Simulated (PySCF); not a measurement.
## NMR data sheet: C$_{5}$H$_{6}$OS

```yaml
Formula: C5H6OS
SMILES: SCc1ccco1
Point_group_of_the_computed_structure: C1
Degrees_of_unsaturation: 3
Carbon_signals: 5
Proton_signals: 5
```

Atom-mapped SMILES (the numbers label the heavy atoms): `[SH:1][CH2:2][c:3]1[cH:4][cH:5][cH:6][o:7]1`. Hydrogens are named by the atom that carries them.

Theory: geometry from PBE0-D3(BJ)/def2-TZVP, σ from GIAO-B97-2/pcSseg-2, in PySCF 2.14.0 with density-fitted response routines (isolated molecule, relativity neglected, one conformer, averaged over atoms made equivalent by symmetry, fast rotation or ring inversion).

Referencing at the same level of theory: $^{1}$H and $^{13}$C vs TMS; $^{17}$O vs H2O; $^{33}$S vs CS2.

```tsv
carbon	δC, type	δH (multiplicity)	HMBC from (2–3 bonds)	span of the C tensor (ppm)
C2	28.2, CH2	3.66 (s)	H(C4)	32
C3	161.9, C	–	H(C6), H(C5), H(C4), H(C2)	153
C4	112.4, CH	6.29 (m)	H(C6), H(C5), H(C2)	159
C5	117.0, CH	6.51 (m)	H(C6), H(C4)	176
C6	148.3, CH	7.51 (m)	H(C5), H(C4)	148
```

Other nuclei:
| atoms | nucleus | environment | δ (ppm) | σ (ppm) |
| --- | --- | --- | --- | --- |
| H(S1) | $^{1}$H | hydrogen on a thiol sulfur | 2.40 | 29.24 |
| O7 | $^{17}$O | aromatic ring oxygen | 298.3 | 29.4 |
| S1 | $^{33}$S | thiol sulfur | -37 | 553.7 |

1. Carbon types of the structure: 1 × C, 3 × CH, 1 × CH2, leaving 1 H on heteroatoms.
2. δC 161.9: substituted aromatic carbon next to the ring oxygen.
3. δC 148.3: aromatic CH next to the ring oxygen.
4. δC 117.0, 112.4: aromatic CH.
5. δH 7.51: hydrogen on an aromatic CH next to the ring oxygen; it sits in the deshielding region of the aromatic ring current.
6. δH 2.40: hydrogen on a thiol sulfur; exchangeable, gas-phase position.

OH and NH positions are those of a molecule without intermolecular hydrogen bonds; in solution they move with solvent, concentration and temperature, and exchange usually removes their couplings. Shifts are as computed. Against solution values, carbons near 30 ppm lie about +3 ppm off and those near 130 ppm about +7 ppm; carbons on S a further +4 ppm. Of 1211 compounds with measured shifts, 218 miss one by over three times the rms of a fit or turn the order of signals round; such compounds aren't used in these exercises. Unscaled 17O shifts of doubly bonded oxygen tend to come out too high, by tens of ppm or more. Experimental scales use liquid or dissolved standards, which lie at an offset from isolated H2O (liquid H2O: subtract about 36 ppm). Multiplicities follow the n + 1 count of equivalent neighbours, as no J values were calculated; m marks all less simple cases, F and P coupling included.
